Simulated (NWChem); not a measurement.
# AgF; SMILES [F][Ag]

Computed with NWChem. Medium grid unless said otherwise, to which SCAN and Minnesota functionals are sensitive. Structure relaxed at the PBE0-D3(BJ)/def2-TZVP level. def2 effective core potentials on Ag; no spin-orbit coupling. B3LYP is NWChem's, with the RPA form of VWN correlation. Total energies of different functionals are on different scales.

| level | energy (Ha) | highest occupied level (eV) | orbital gap (eV) | dipole (D) |
|---|---|---|---|---|
| B3LYP/def2-SVP | -246.7489 | -7.59 | 4.09 | 5.11 |
| PBE/def2-SVP | -246.6159 | -6.21 | 2.19 | 4.56 |
| PW6B95/def2-SVP | -246.8771 | -7.91 | 4.80 | 5.37 |
| MPW1K/def2-SVP | -246.7028 | -8.75 | 6.27 | 5.88 |
| LDA (Slater exchange, VWN5)/def2-SVP | -245.8079 | -6.50 | 2.16 | 4.50 |
| LC-BLYP (range parameter 0.33 per bohr)/def2-SVP | -246.3429 | -10.00 | 8.52 | 5.24 |
| SCAN/def2-SVP | -246.6930 | -6.47 | 2.66 | 5.00 |
| BHandHLYP/def2-SVP | -246.5610 | ___ | ___ | 5.92 |
| CAM-B3LYP/def2-SVP | -246.6383 | -9.18 | 6.91 | 5.43 |

Question: Fill in the missing entries.

Answer: 
- BHandHLYP/def2-SVP, highest occupied level (eV): -9.08
- BHandHLYP/def2-SVP, orbital gap (eV): 6.69
